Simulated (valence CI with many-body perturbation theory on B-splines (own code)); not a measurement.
**Level structure of P IX**

Calculated by valence CI with perturbative core correlation (CI+MBPT): five valence electrons over a frozen Dirac-Fock core [He], a basis of 11 s, 11 p, 10 d, 8 f, 5 g, 2 h functions for each j, with the one-electron correlation potential Σ1, the two-electron term Σ2, the three-electron term Σ3, Breit, model QED; selected CI, second order for the rest, scaled by the run's own slope (own B-spline code, finite nucleus).

No measured spectrum was set against this ion. As an estimate, levels of excited configurations hold to 0.05 to 0.15 % of their energy, terms of the ground configuration to about 0.5 %. Among the levels kept, up to 6100 cm⁻¹ of a level comes from second order outside the variational space, and about a tenth of that is noise between levels of different J, which matters for small intervals.

Levels 91 to 135 of 194, with energies above the lowest level, 2s2.2p3 4S°_3/2. "Leading %" is the weight of the configuration and term that name the level; weights of strongly mixed levels are sums over their largest components and can fall short. Lifetimes count E1, E2, E3, M1 and M2 decay at the calculated energies, and are blank where another channel may lead or the interval is too uncertain; long ones can be off by a factor of two.

| No. | Configuration | Term | J | E (cm⁻¹) | Leading % | Lifetime | Second component |
| --- | --- | --- | --- | --- | --- | --- | --- |
| 91 | 2s.2p3.3d | 6D° | 3/2 | 2120000 | 99 | 719 ps |  |
| 92 | 2s.2p3.3s | 4P° | 1/2 | 2131400 | 97 | 8.67 ps |  |
| 93 | 2s.2p3.3s | 4P° | 3/2 | 2131500 | 96 | 8.65 ps |  |
| 94 | 2s.2p3.3s | 4P° | 5/2 | 2131800 | 95 | 8.61 ps |  |
| 95 | 2s.2p3.3d | 4D° | 5/2 | 2161200 | 99 | 2.16 ps |  |
| 96 | 2s.2p3.3d | 4D° | 3/2 | 2161200 | 98 | 2.17 ps |  |
| 97 | 2s.2p3.3d | 4D° | 1/2 | 2161200 | 97 | 2.19 ps |  |
| 98 | 2s.2p3.3d | 4D° | 7/2 | 2161200 | 99 | 2.13 ps |  |
| 99 | 2s.2p3.3s | 2P° | 1/2 | 2161600 | 95 | 6.17 ps |  |
| 100 | 2s.2p3.3s | 2P° | 3/2 | 2161700 | 95 | 6.22 ps |  |
| 101 | 2s.2p3.3p | 4D | 1/2 | 2164900 | 92 | 41.9 ps | 6 % 2s.2p3.3p 2P |
| 102 | 2s.2p3.3p | 4D | 3/2 | 2165200 | 88 | 35.7 ps | 7 % 2s.2p3.3p 2P |
| 103 | 2s.2p3.3p | 4D | 5/2 | 2166000 | 93 | 218 ps | 5 % 2s.2p3.3p 4F |
| 104 | 2s.2p3.3p | 4D | 7/2 | 2166700 | 93 | 219 ps | 6 % 2s.2p3.3p 4F |
| 105 | 2s.2p3.3p | 2P | 3/2 | 2169600 | 83 | 3.94 ps | 7 % 2s.2p3.3p 4F |
| 106 | 2s.2p3.3p | 4F | 3/2 | 2170800 | 89 | 55.3 ps | 5 % 2s.2p3.3p 4D |
| 107 | 2s.2p3.3p | 4F | 5/2 | 2171100 | 92 | 240 ps | 6 % 2s.2p3.3p 4D |
| 108 | 2s.2p3.3p | 4F | 7/2 | 2171500 | 91 | 247 ps | 7 % 2s.2p3.3p 4D |
| 109 | 2s.2p3.3p | 2P | 1/2 | 2171700 | 90 | 3.67 ps | 7 % 2s.2p3.3p 4D |
| 110 | 2s.2p3.3p | 4F | 9/2 | 2171900 | 98 | 322 ps |  |
| 111 | 2s.2p3.3p | 2F | 7/2 | 2182400 | 98 | 4.16 ps |  |
| 112 | 2s.2p3.3p | 2F | 5/2 | 2183000 | 97 | 4.14 ps |  |
| 113 | 2s.2p3.3p | 4P | 3/2 | 2202300 | 94 | 92.3 ps |  |
| 114 | 2s.2p3.3p | 4P | 5/2 | 2202600 | 97 | 82.8 ps |  |
| 115 | 2s.2p3.3p | 4P | 1/2 | 2202800 | 97 | 101 ps |  |
| 116 | 2s.2p3.3p | 2D | 5/2 | 2214100 | 97 | 3.48 ps |  |
| 117 | 2s.2p3.3p | 2D | 3/2 | 2214600 | 95 | 3.38 ps |  |
| 118 | 2s.2p3.3p | 4S | 3/2 | 2223700 | 96 | 94.7 ps |  |
| 119 | 2s.2p3.3p | 4D | 1/2 | 2228000 | 98 | 100 ps |  |
| 120 | 2s.2p3.3p | 4D | 3/2 | 2228100 | 98 | 98.2 ps |  |
| 121 | 2s.2p3.3p | 4D | 5/2 | 2228300 | 97 | 98.4 ps |  |
| 122 | 2s.2p3.3p | 4D | 7/2 | 2228600 | 98 | 112 ps |  |
| 123 | 2s.2p3.3p | 2P | 1/2 | 2240900 | 96 | 3.49 ps |  |
| 124 | 2s.2p3.3s | 4S° | 3/2 | 2242000 | 95 | 8.03 ps |  |
| 125 | 2s.2p3.3s | 2D° | 5/2 | 2242900 | 96 | 5.63 ps |  |
| 126 | 2s.2p3.3s | 2D° | 3/2 | 2243000 | 96 | 5.72 ps |  |
| 127 | 2s.2p3.3p | 2P | 3/2 | 2243100 | 93 | 3.58 ps |  |
| 128 | 2s.2p3.3p | 4P | 1/2 | 2245000 | 97 | 31.0 ps |  |
| 129 | 2s.2p3.3p | 4P | 3/2 | 2245300 | 95 | 29.7 ps |  |
| 130 | 2s.2p3.3p | 4P | 5/2 | 2245400 | 96 | 40.6 ps |  |
| 131 | 2s.2p3.3p | 2D | 3/2 | 2250300 | 97 | 3.83 ps |  |
| 132 | 2s.2p3.3p | 2D | 5/2 | 2251300 | 96 | 3.70 ps |  |
| 133 | 2s.2p3.3s | 2S° | 1/2 | 2257500 | 93 | 2.76 ps |  |
| 134 | 2s.2p3.3d | 4F° | 3/2 | 2272200 | 99 | 209 ps |  |
| 135 | 2s.2p3.3d | 4F° | 5/2 | 2272500 | 97 | 179 ps |  |
